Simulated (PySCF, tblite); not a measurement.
Isomers of C6H8BNO2. Calculated harmonic vibrations of the isolated species, GFN2-xTB (tblite), most abundant isotopes, no scaling. This tight-binding method is rough: wavenumbers can miss measured ones by several per cent, in bad cases by 10 to 20. One conformer each.

Electronic energies: PBE0-D3(BJ)/def2-SVP at its own geometries (PySCF, gas phase).

```json
{"SMILES": "c1ccn(B2OCCO2)c1", "electronic energy, lowest = 0 (kcal/mol)": "9.2"}
{"SMILES": "Nc1ccc(B(O)O)cc1", "electronic energy, lowest = 0 (kcal/mol)": "0.5"}
{"SMILES": "Cc1ccc(B(O)O)nc1", "electronic energy, lowest = 0 (kcal/mol)": "0.0"}
```

Task: How do GFN2-xTB zero-point energies change the relative energies?

Result: 
```csv
SMILES,ZPE (kcal/mol),of it from modes above 1550 cm⁻¹,electronic (kcal/mol),"with ZPE, lowest = 0 (kcal/mol)",lowest mode (cm⁻¹),rings
Cc1ccc(B(O)O)nc1,85.1,38.6,0.0,0.0,14i,1
Nc1ccc(B(O)O)cc1,85.2,42.4,0.5,0.6,46,1
c1ccn(B2OCCO2)c1,87.0,37.2,9.2,11.1,70,2
```

The zero-point energies span 1.9 kcal/mol, from `Cc1ccc(B(O)O)nc1` to `c1ccn(B2OCCO2)c1`. Slightly imaginary modes are left out of the zero-point energy: `Cc1ccc(B(O)O)nc1` 13.5i cm⁻¹. The order is unchanged.

Task: And how do the electronic energies of GFN2-xTB itself compare?

Result: `Cc1ccc(B(O)O)nc1` 16.3; `Nc1ccc(B(O)O)cc1` 22.5; `c1ccn(B2OCCO2)c1` 0.0 kcal/mol, lowest = 0. Against the energies above, taken from the same isomer `Cc1ccc(B(O)O)nc1`, the largest difference is 25.5 kcal/mol. The two levels were optimised apart and needn't hold the same conformer.
